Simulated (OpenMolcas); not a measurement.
# Ga2+: effect of the IPEA shift

* Program: OpenMolcas
* Basis: ANO-RCC-VTZP [6s5p3d1f]
* Scalar Hamiltonian: DKH2, point nucleus
* Active space: 1 electron in 4 orbitals (4s 4p)
* State averaging: 2S+1 = 2 even, 1 root; 2S+1 = 2 odd, 3 roots
* Spin-orbit coupling: state interaction with AMFI integrals over the reference wave functions, term energies averaged over their components

Methods on the same reference wave functions:
A. CASSCF
B. SS-CASPT2, IPEA 0 Eh, imaginary shift 0.1 Eh (closed shells correlated: 3d)
C. SS-CASPT2, IPEA 0.25 Eh, imaginary shift 0.1 Eh (closed shells correlated: 3d)

Energies in cm-1 above 4s 2S 1/2, the measured ground level; measured values from Shirai, Reader, Kramida and Sugar, J. Phys. Chem. Ref. Data 36, 509 (2007).

```csv
Level,A,B,C,Measured
4s 2S 1/2,0.0,0.0,0.0,0.0
4p 2P* 1/2,62874,65188,65174,65169
4p 2P* 3/2,64256,66570,66556,66888
```

Deviations, from unrounded energies. A percentage is the sum of absolute deviations over the sum of measured energies, with the sign that they share, or ± where signs differ.

| Against measurement | Levels | A | B | C |
| --- | --- | --- | --- | --- |
| mean absolute deviation (cm-1) | 2 | 2500 | 170 | 170 |
| other configurations (%) | 2 | -3.7 | ±0.3 | ±0.3 |

B, C lie about equally close to measurement and A furthest from it. The largest miss of C in the table is 4p 2P* 3/2, by -330 cm-1. The ranking rests on the paired levels alone, and a cruder setting can come out closer through cancelling errors.

Between B and C the level of the table that moves most is 4p 2P* 1/2, by 13 cm-1 (lowest in C, highest in B).

The two smallest mean deviations differ by little beside CASPT2's spread within terms, so their order carries little weight.

The lowest spin-free term lies below A's lowest term by 0.377 hartree in B, 0.376 hartree in C.

With one active electron the reference holds no correlation, so core polarisation is missing (holds for A). With one active electron, CASPT2 adds the correlation within the correlated inactive shells and between them and that electron, and leaves the splitting within a term as the reference gives it (holds for B; C). Measured partners are found by configuration, term and J. A level has none where our copy of the source lacks it or the pairing is in doubt (some pairs that miss far off the trend of their configuration count as doubtful), and it then counts in no deviation. Only configurations of the active space appear.

* marks odd parity.
